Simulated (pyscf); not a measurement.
## H₃Si–Si(SiH₃)(Cl)–GeH₃, singlet

Gas-phase minimum from PySCF at ωB97X-D3(BJ)/def2-SVP, one conformer. 

SMILES: [SiH3][Si]([SiH3])(Cl)[GeH3]
```xyz
14

Si     0.2094    -0.9774     2.4768
Si    -0.3749    -0.5712     0.2612
Si    -2.4256     0.5135     0.0794
Cl    -0.5872    -2.4390    -0.6666
Ge     1.3308     0.5866    -0.8943
H      1.4984    -1.7255     2.5282
H     -0.8589    -1.7759     3.1440
H      0.3672     0.3265     3.1881
H     -2.3283     1.8555     0.7281
H     -3.4843    -0.2864     0.7600
H     -2.7773     0.6866    -1.3594
H      0.9337     0.7734    -2.3660
H      1.5458     1.9697    -0.2557
H      2.6441    -0.2059    -0.8217
```
Charge 0, spin multiplicity 1.

Bonds (Å): Si1–Si2 2.327, Si1–H6 1.491, Si1–H7 1.491, Si1–H8 1.494, Si2–Si3 2.327, Si2–Cl4 2.096, Si2–Ge5 2.363, Si3–H9 1.494, Si3–H10 1.491, Si3–H11 1.491, Ge5–H12 1.536, Ge5–H13 1.538, Ge5–H14 1.536. Angles (°): Si2–Si1–H6 109.7, Si2–Si1–H7 109.9, Si2–Si1–H8 109.1, H6–Si1–H7 109.6, H6–Si1–H8 109.3, H7–Si1–H8 109.3, Si1–Si2–Si3 112.1, Si1–Si2–Cl4 106.9, Si1–Si2–Ge5 111.7, Si3–Si2–Cl4 106.9, Si3–Si2–Ge5 111.7, Cl4–Si2–Ge5 107.1, Si2–Si3–H9 109.1, Si2–Si3–H10 109.9 (the first ones only).

Properties at ωB97X-D3(BJ)/def2-SVP:

```
Item                                                                                                                                                                                                                                                                                                          Value
---------------------------------------------------------------------------------------------------------------------  --------------------------------------------------------------------------------------------------------------------------------------------------------------------------------------------
Harmonic wavenumbers, unscaled                                                                                         70, 73, 86, 86, 100, 102, 113, 116, 289, 420, 439, 457, 487, 518, 524, 572, 579, 591, 811, 873, 899, 900, 904, 946, 948, 950, 952, 2177, 2188, 2191, 2240, 2244, 2255, 2257, 2261, 2262 cm⁻¹
Zero-point energy                                                                                                                                                                                                                                                                                     48.4 kcal/mol
Rotational symmetry number                                                                                                                                                                                                                                                                                        1
Entropy of this conformer at 298 K and 1 atm, rigid rotor and harmonic oscillator, modes under 100 cm⁻¹ raised to 100                                                                                                                                                                               452.1 J/(mol K)
Dipole moment                                                                                                                                                                                                                                                                                                1.44 D
```

Single-point totals, which compare only within one level:

```csv
level,total energy (hartree)
ωB97X-D3(BJ)/def2-TZVP,-3411.24548
PBE/def2-TZVP,-3410.20579
r²SCAN/def2-TZVP,-3411.05673
B3LYP-D3(BJ)/def2-TZVP,-3411.33863
PBE0-D3(BJ)/def2-TZVP,-3410.40943
M06-2X/def2-TZVP,-3411.07907
ωB97M-D3(BJ)/def2-TZVP,-3411.36847
```

Soft torsions are taken as harmonic, which can shift the entropy by several J/(mol K). Elements up to Kr have no core potential and no relativistic terms here.
